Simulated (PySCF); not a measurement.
# Dipole polarisabilities along the 4p block, charge +2

Calculated with PySCF 2.14 for the ground configurations, without spin-orbit coupling: coupled response for Hartree-Fock and DFT. Mean α in bohr³, C₆ of like pairs in atomic units.

```
                                                                                                  species  α UHF  α PBE  α PBE0  C₆ UHF  C₆ PBE  C₆ PBE0
    Ga²⁺ [Ar] 3d10 4s1 (x2c-QZVPPall with one added diffuse shell each of s, p, d, f type, spin-free X2C)  12.05  9.230   9.787   37.95   28.56    30.23
    Ge²⁺ [Ar] 3d10 4s2 (x2c-QZVPPall with one added diffuse shell each of s, p, d, f type, spin-free X2C)  12.01  10.19   10.65   48.58   39.62    41.80
As²⁺ [Ar] 3d10 4s2 4p1 (x2c-QZVPPall with one added diffuse shell each of s, p, d, f type, spin-free X2C)  10.86  10.11   10.26   48.85   44.58    45.42
Se²⁺ [Ar] 3d10 4s2 4p2 (x2c-QZVPPall with one added diffuse shell each of s, p, d, f type, spin-free X2C)  9.585  9.259   9.288   45.45   43.53    43.70
Br²⁺ [Ar] 3d10 4s2 4p3 (x2c-QZVPPall with one added diffuse shell each of s, p, d, f type, spin-free X2C)  8.383  8.247   8.227   40.76   40.01    39.88
Kr²⁺ [Ar] 3d10 4s2 4p4 (x2c-QZVPPall with one added diffuse shell each of s, p, d, f type, spin-free X2C)  7.420  7.485   7.424   36.82   37.15    36.78
```
